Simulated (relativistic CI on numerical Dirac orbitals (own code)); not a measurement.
# Co⁺ in a cubic cluster: 2p photoemission with charge transfer

Computed with a charge-transfer multiplet model of a cubic metal-ligand cluster with up to 2 ligand holes, Slater and spin-orbit integrals from Dirac-Coulomb-Breit ions, Slater integrals scaled by 0.8. The ground state mixes d8 with configurations of k ligand holes L, whose averages lie at kΔ + k(k − 1)U_dd/2; a core hole lowers each added d electron by U_cd. 300 K, Lorentzian 0.6 eV and Gaussian 0.8 eV FWHM.

Atomic integrals in eV (Slater integrals scaled, ζ unscaled), ground: F2dd 8.285, F4dd 5.103, zeta_d 0.056; with the core hole: F2dd 9.869, F4dd 6.132, zeta_d 0.084, zeta_core 9.670, F2cd 5.831, G1cd 4.368, G3cd 2.482.

Cluster parameters (eV): Δ = 4.6, U_dd = 7.5, 10Dq = 1.15, 10Dq(ligand) = 1, V(eg) = 2.75, V(t2g) = -1.38, final-state hopping factor = 1.

```
          Case   n_d    d8   d9L  d10L2     S
 U_cd = 7.9 eV  8.25  0.76  0.23   0.01  1.00
 U_cd = 8.5 eV  8.25  0.76  0.23   0.01  1.00
 U_cd = 9.7 eV  8.25  0.76  0.23   0.01  1.00
U_cd = 10.3 eV  8.25  0.76  0.23   0.01  1.00
U_cd = 10.9 eV  8.25  0.76  0.23   0.01  1.00
```

Weights, n_d and S are thermal averages at 300 K. Binding energies count from the first peak over 30 % of the highest in each spectrum, which can be another peak from case to case. The parameters are a model scan and need not match a compound or its usual spin state. Peaks in eV (height, largest 100):
- U_cd = 7.9 eV: 0.0 (100), 7.2 (32), 14.9 (50), 22.1 (19)
- U_cd = 8.5 eV: 0.0 (100), 7.3 (39), 14.9 (50), 22.2 (23)
- U_cd = 9.7 eV: 0.0 (100), 7.4 (53), 12.0 (13), 14.9 (50), 22.2 (29), 26.5 (9)
- U_cd = 10.3 eV: 0.0 (100), 7.4 (59), 12.1 (17), 14.8 (52), 22.1 (32), 26.7 (13)
- U_cd = 10.9 eV: 0.0 (100), 7.4 (64), 12.4 (22), 14.8 (55), 22.1 (34), 27.1 (17)

For the case U_cd = 9.7 eV, Δ = 4.6 eV is smaller than U_dd = 7.5 eV, the charge-transfer side of the Zaanen-Sawatzky-Allen scheme. With the core hole the configuration with one ligand hole lies at Δ − U_cd = -3.3, -3.9, -5.1, -5.7, -6.3 eV from the one without, in the order of the table; where this is negative the screened configuration lies lower, though the effective hopping of about 3.6 eV (from the holes of the mixed ground state) mixes the two strongly wherever it is as large as the gap.
